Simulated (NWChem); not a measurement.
Species: NiBrCl, triplet; SMILES [Cl][Ni][Br]

```xyz
3

Ni    -0.0141     0.4913     0.0000
Cl    -0.0595     2.5705     0.0000
Br     0.0302    -1.7156     0.0000
```
Atoms are numbered in this order, from 1.

Level: PBE0/def2-SVP, spin-unrestricted (NWChem), optimised geometry, unscaled harmonic frequencies. This build's default masses of Se (78.918 u) and Br (79.917 u) are each other's, which moves their modes by up to 0.6 %. This spin state was assumed; another may lie lower.

Problem. List the harmonic frequencies with IR intensities, and the thermochemistry.

Solution. 
| frequency (cm⁻¹) | IR intensity (km/mol) |
|---|---|
| 55 | 10.6 |
| 273 | 3.4 |
| 484 | 118.6 |

```
Quantity                                                                            Value
-----------------------------------------------------------------------  ----------------
zero-point energy                                                            1.2 kcal/mol
thermal correction to the enthalpy at 298.15 K (with zero-point energy)      4.5 kcal/mol
heat capacity Cv                                                         10.9 cal/(mol K)
dipole moment                                                                      0.27 D
```

Rigid rotor and harmonic oscillator; modes under 100 cm⁻¹ make the entropy uncertain.
